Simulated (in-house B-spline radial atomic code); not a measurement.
Radial electron density of the xenon ion Xe⁵⁺, [Kr] 4d10 5s2 5p1. Computed with a B-spline radial code for spherical atoms: non-relativistic B97-1, spin-polarised, spherical fractional occupations, exact exchange averaged over the configuration, point nucleus.

Columns: r (bohr), 4πr²n(r) (electrons per bohr), bar.

```
 0.00129    2.024 #
 0.00159    2.977 #
 0.00196    4.346 ##
 0.00242    6.305 ###
 0.00298        9 ####
 0.00366    12.62 ######
 0.00451    17.48 #########
 0.00556    23.73 ############
 0.00685    31.35 ###############
 0.00843    40.09 ####################
  0.0104    49.46 ########################
  0.0128    58.15 #############################
  0.0158    64.85 ################################
  0.0194    67.96 #################################
  0.0239     67.1 #################################
  0.0294    63.43 ###############################
  0.0363    60.22 ##############################
  0.0447     61.8 ##############################
   0.055    70.09 ##################################
  0.0678    82.02 ########################################
  0.0835     89.4 ############################################
   0.103     85.6 ##########################################
   0.127    73.64 ####################################
   0.156    65.91 ################################
   0.192    69.67 ##################################
   0.237    75.88 #####################################
   0.291    67.93 #################################
   0.359    45.44 ######################
   0.442    27.76 ##############
   0.544       26 #############
   0.671    29.72 ###############
   0.826     25.9 #############
    1.02    15.95 ########
    1.25     8.15 ####
    1.54    4.328 ##
     1.9    2.496 #
    2.34     1.16 #
    2.88   0.3445 
    3.55  0.05704 
    4.37 0.004799 
    5.39 0.0001713 
    6.64 2.292e-06
```

On this grid the curve has 4 maxima, near 0.0194, 0.0835, 0.237, 0.671 bohr.

The 5s down radial function P(r) = rR(r), positive near the nucleus:

```csv
r (bohr),P
0.00037,0.008182
0.000562,0.0123
0.000852,0.01835
0.00129,0.02713
0.00196,0.03972
0.00298,0.05703
0.00451,0.07906
0.00685,0.1045
0.0104,0.1269
0.0158,0.1318
0.0239,0.09632
0.0363,-0.001997
0.055,-0.1441
0.0835,-0.2204
0.127,-0.06501
0.192,0.2523
0.291,0.2518
0.442,-0.2745
0.671,-0.4353
1.02,0.3264
1.54,0.9037
2.34,0.581
3.55,0.1153
5.39,0.004648
```
